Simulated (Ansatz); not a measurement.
hexafluoropropene (C₃F₆), singlet, at a GFN2-xTB geometry; Ansatz (a quantum-chemistry and plane-wave program) with PBE/6-31G.

Here is a job for Ansatz.
Ansatz 0.2 input:
```yaml
crystal:
  periodic: [false, false, false]
  atoms:
    - {symbol: F, position_ang: [2.49184748, -0.18829557, 0.79842098]}
    - {symbol: C, position_ang: [1.31418502, 0.24683492, 0.42467974]}
    - {symbol: F, position_ang: [1.26067366, 1.55824784, 0.42112146]}
    - {symbol: C, position_ang: [0.28229877, -0.52520184, 0.08521556]}
    - {symbol: F, position_ang: [0.37606850, -1.85663792, 0.10149667]}
    - {symbol: C, position_ang: [-1.06436063, 0.03101770, -0.34154878]}
    - {symbol: F, position_ang: [-1.61086992, 0.78624932, 0.61807922]}
    - {symbol: F, position_ang: [-0.95447491, 0.80748822, -1.42550070]}
    - {symbol: F, position_ang: [-1.91799358, -0.94215242, -0.62584863]}
basis:
  gaussian:
    orbitals: 6-31G
hamiltonian:
  xc: pbe
```

What the program printed (banner, timings and long lists left out):

```
Functional definition: PBE
1065 factors; their error is unknown
mean field evaluation 1: about -19383.4845 eV, gradient 4.5e1 eV
mean field evaluation 2: about -19377.0308 eV, gradient 7.6e1 eV
mean field evaluation 4: about -19386.7983 eV, gradient 6.2e0 eV
mean field evaluation 8: about -19386.8767 eV, gradient 1.1e-1 eV
mean field evaluation 16: about -19386.7653 eV, gradient 2.5e-4 eV
mean field -19386.76529768 eV, -712.4504838684 hartree, gradient 7.6e-5 eV, S^2 0.000000; 0 other end points of the search recorded, 0 dependent functions left out
reference -19386.76531089 eV, -712.4504843538 hartree; 36, 36 occupied and 45, 45 virtual orbitals, 1065 factors
Total energy: -19386.76531089 eV, -712.4504843538 hartree
```
